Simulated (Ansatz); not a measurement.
CH$_{6}$S$_{2}$Sn, SMILES `CS[S][SnH3]`. Charge 0, multiplicity 1. Sn: def2 effective core potential. All single points use the PBE0-D4/def2-TZVP geometry. It is one conformer, not always the lowest.

```xyz
10

C    -0.698   -0.295   -1.869
S     1.020   -0.165   -1.345
S     1.049   -1.328    0.350
Sn    0.524    0.400    1.956
H    -1.368    0.129   -1.121
H    -0.777    0.283   -2.792
H    -0.962   -1.333   -2.068
H     1.809    1.516    1.971
H    -0.922    1.146    1.443
H     0.325   -0.354    3.476
```

(1) What is the dipole moment at PBE/def2-TZVPP? (An estimate is asked.)

(2) And with r2SCAN, B3LYP, ωB97M-V? (Estimate.)

(3) Give the Mulliken charges with PBE, B3LYP, ωB97M-V in def2-TZVPP. (An estimate is asked.)

Results:

(1) The calculation gave: 1.78 D, with components (-1.56, 0.84, 0.18) D in this frame, pointing from negative to positive charge.

(2) Ansatz gave: r2SCAN 1.90 D, B3LYP 1.83 D, ωB97M-V 1.90 D.

(3) Ansatz gave: 
| atom | PBE | B3LYP | ωB97M-V |
| --- | --- | --- | --- |
| C1 | -0.25 | -0.26 | -0.33 |
| S2 | -0.07 | -0.07 | -0.04 |
| S3 | -0.29 | -0.31 | -0.27 |
| Sn4 | 0.57 | 0.63 | 0.48 |
| H5 | 0.11 | 0.11 | 0.13 |
| H6 | 0.11 | 0.11 | 0.13 |
| H7 | 0.12 | 0.12 | 0.14 |
| H8 | -0.10 | -0.11 | -0.07 |
| H9 | -0.11 | -0.12 | -0.09 |
| H10 | -0.11 | -0.12 | -0.08 |

B3LYP here is the variant with VWN-RPA as its local correlation; programs differ in this.
